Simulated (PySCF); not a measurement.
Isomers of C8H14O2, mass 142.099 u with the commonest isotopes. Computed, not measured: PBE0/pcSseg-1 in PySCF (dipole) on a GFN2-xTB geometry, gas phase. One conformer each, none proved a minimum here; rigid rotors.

**Question.** Order these by radius of gyration √(Σ m r²/M), smallest first.
A. `[CH3:1][CH2:2]/[C:3]([CH3:4])=[C:5](/[CH3:6])[O:7][C:8]([CH3:9])=[O:10]` with C1–C2–C3–C4 76°, C3–C5–O7–C8 86°, C5–O7–C8–C9 -179°
B. `[CH3:1][O:2][CH2:3][C@@H:4]1[CH2:5][CH2:6][CH2:7][CH2:8][C:9]1=[O:10]` with C1–O2–C3–C4 179°, O2–C3–C4–C5 -64°, C3–C4–C5–C6 -179°, C4–C5–C6–C7 58°, C5–C6–C7–C8 -58°, C6–C7–C8–C9 56°
C. `[CH3:1][O:2][CH2:3][C@@H:4]([CH3:5])[O:6][C@H:7]1[CH:8]=[CH:9][CH2:10]1` with C1–O2–C3–C4 177°, O2–C3–C4–C5 159°, C3–C4–O6–C7 69°, C4–O6–C7–C8 165°
D. `[CH3:1][CH2:2][CH2:3][CH2:4][C:5](=[O:6])[O:7][CH:8]1[CH2:9][CH2:10]1` with C1–C2–C3–C4 180°, C2–C3–C4–C5 171°, C3–C4–C5–O6 -28°, C4–C5–O7–C8 178°, C5–O7–C8–C9 144°
E. `[CH2:1]=[CH:2][CH2:3][C:4](=[O:5])[O:6][C:7]([CH3:8])([CH3:9])[CH3:10]` with C1–C2–C3–C4 126°, C2–C3–C4–O5 15°, C3–C4–O6–C7 -179°

**Answer.** A (2.233 Å), C (2.325 Å), B (2.381 Å), E (2.480 Å), D (2.925 Å).

**Question.** Order these by dipole moment, largest first.
A. `[CH3:1][O:2][CH2:3][C@@H:4]([CH3:5])[O:6][C@H:7]1[CH:8]=[CH:9][CH2:10]1` with C1–O2–C3–C4 177°, O2–C3–C4–C5 159°, C3–C4–O6–C7 69°, C4–O6–C7–C8 165°
B. `[CH3:1][CH2:2][C:3]1=[CH:4][C@@:5]([CH2:6][OH:7])([O:8][CH3:9])[CH2:10]1` with C1–C2–C3–C4 -115°, C4–C5–C6–O7 76°, C5–C6–O7–H 29°, C4–C5–O8–C9 165°
C. `[CH3:1][CH2:2]/[C:3]([CH3:4])=[C:5](/[CH3:6])[O:7][C:8]([CH3:9])=[O:10]` with C1–C2–C3–C4 76°, C3–C5–O7–C8 86°, C5–O7–C8–C9 -179°
D. `[CH3:1][O:2][CH2:3][C@@H:4]1[CH2:5][CH2:6][CH2:7][CH2:8][C:9]1=[O:10]` with C1–O2–C3–C4 179°, O2–C3–C4–C5 -64°, C3–C4–C5–C6 -179°, C4–C5–C6–C7 58°, C5–C6–C7–C8 -58°, C6–C7–C8–C9 56°

**Answer.** B (2.55 D), D (1.95 D), A (1.81 D), C (1.52 D).

**Question.** Order these by rotational constant C, smallest first.
A. `[CH3:1][O:2][CH2:3][C@@H:4]([CH3:5])[O:6][C@H:7]1[CH:8]=[CH:9][CH2:10]1` with C1–O2–C3–C4 177°, O2–C3–C4–C5 159°, C3–C4–O6–C7 69°, C4–O6–C7–C8 165°
B. `[CH3:1][CH2:2][C:3]1=[CH:4][C@@:5]([CH2:6][OH:7])([O:8][CH3:9])[CH2:10]1` with C1–C2–C3–C4 -115°, C4–C5–C6–O7 76°, C5–C6–O7–H 29°, C4–C5–O8–C9 165°
C. `[CH3:1][CH2:2][CH2:3][CH2:4][C:5](=[O:6])[O:7][CH:8]1[CH2:9][CH2:10]1` with C1–C2–C3–C4 180°, C2–C3–C4–C5 171°, C3–C4–C5–O6 -28°, C4–C5–O7–C8 178°, C5–O7–C8–C9 144°
D. `[CH2:1]=[CH:2][CH2:3][C:4](=[O:5])[O:6][C:7]([CH3:8])([CH3:9])[CH3:10]` with C1–C2–C3–C4 126°, C2–C3–C4–O5 15°, C3–C4–O6–C7 -179°
E. `[CH3:1][O:2][CH2:3][C@@H:4]1[CH2:5][CH2:6][CH2:7][CH2:8][C:9]1=[O:10]` with C1–O2–C3–C4 179°, O2–C3–C4–C5 -64°, C3–C4–C5–C6 -179°, C4–C5–C6–C7 58°, C5–C6–C7–C8 -58°, C6–C7–C8–C9 56°
F. `[CH3:1][CH2:2]/[C:3]([CH3:4])=[C:5](/[CH3:6])[O:7][C:8]([CH3:9])=[O:10]` with C1–C2–C3–C4 76°, C3–C5–O7–C8 86°, C5–O7–C8–C9 -179°

**Answer.** C (427.2 MHz), D (627.1 MHz), E (646.2 MHz), B (663.0 MHz), A (680.7 MHz), F (781.8 MHz).

```
                  SMILES  point group  Ia (u·Å²)  Ib (u·Å²)  Ic (u·Å²)      κ  μa (D)  μb (D)  μc (D)
    CC/C(C)=C(/C)OC(C)=O           C1     287.87     483.35     646.39  -0.46    0.27    0.48    1.42
      COC[C@@H]1CCCCC1=O           C1     208.96     620.77     782.04  -0.81    0.25    1.89    0.39
COC[C@@H](C)O[C@H]1C=CC1           C1     303.46     490.67     742.39  -0.29    1.50    0.96    0.29
      C=CCC(=O)OC(C)(C)C           C1     168.52     773.98     805.91  -0.98    1.26    1.54    0.27
   CCC1=C[C@@](CO)(OC)C1           C1     203.74     658.50     762.30  -0.88    1.51    1.68    1.18
         CCCCC(=O)OC1CC1           C1     101.82    1146.56    1183.05  -0.99    0.59    1.74    0.01
```
